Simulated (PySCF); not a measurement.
C3H9Ge, charge +1, multiplicity 1.

```xyz
13

C     -1.1510     1.7276    -0.3014
C     -0.9162     0.3265    -0.0318
C     -2.0327    -0.5786     0.1307
Ge     0.9736    -0.3513     0.0532
H     -2.1523     1.9694    -0.6902
H     -1.1228     2.1354     0.7435
H     -0.3378     2.2486    -0.8276
H     -3.0052    -0.0974     0.3160
H     -2.0947    -1.0174    -0.8996
H     -1.8384    -1.4405     0.7857
H      0.9503    -1.6236     0.8944
H      1.2602    -0.5953    -1.4342
H      1.7852     0.8100     0.6250
```
Charge +1, spin multiplicity 1.

Geometry: PBE0-D3(BJ)/def2-SVP. The spin state was assumed, not searched. The isomer is the one that the SMILES or the coordinates give; other isomers of the formula were not compared.

Level of theory: PBE/pcSseg-1 (PySCF). Non-relativistic, no solvent.

Task: Give the absolute GIAO shielding of each atom: isotropic value and principal components (ppm). (The exact figures need the calculation; the answer reports its results.)

Result: 
```csv
atom,σ(iso),σ11,σ22,σ33,span
C1,109.5,62.8,124.7,141.0,78.2
C2,-232.4,-541.0,-315.8,159.6,700.6
C3,110.3,62.9,129.4,138.7,75.8
Ge4,1431.8,1336.0,1391.1,1568.2,232.2
H5,26.4,23.9,25.8,29.6,5.7
H6,27.2,23.3,26.9,31.2,7.9
H7,25.6,22.7,26.4,27.7,5.0
H8,26.5,23.9,25.9,29.6,5.6
H9,27.0,23.5,26.7,30.8,7.3
H10,25.5,22.3,26.7,27.4,5.1
H11,25.9,19.6,22.1,36.1,16.5
H12,25.9,20.7,21.1,35.9,15.1
H13,25.9,19.6,22.1,35.8,16.1
```
